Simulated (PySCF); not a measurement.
Te(OMe)2 (C2H6O2Te), SMILES CO[Te]OC.

The structure is a stationary point at PBE0-D3(BJ)/def2-SVP. The def2 effective core potentials stand for the cores of Te; spin–orbit coupling is left out. One conformer was computed; it need not be the lowest.

Method: HF/def2-TZVP run with PySCF.

Task: Estimate the frontier levels, gap, dipole moment and polarisability. (Estimate from the structure and the level; the computed values follow.)

Result: 
| Item | Value |
|---|---|
| highest occupied level | -8.71 eV |
| lowest empty level | 1.52 eV |
| orbital gap | 10.23 eV |
| dipole moment | 0.48 D |
| quadrupole, principal values (traceless, Buckingham form, about the centre of nuclear charge) | -9.64, 4.62, 5.01 D·Å |
| mean static polarisability | 65.0 bohr³ (9.63 Å³) |
| polarisability, principal values | 51.5, 67.2, 76.1 bohr³ |
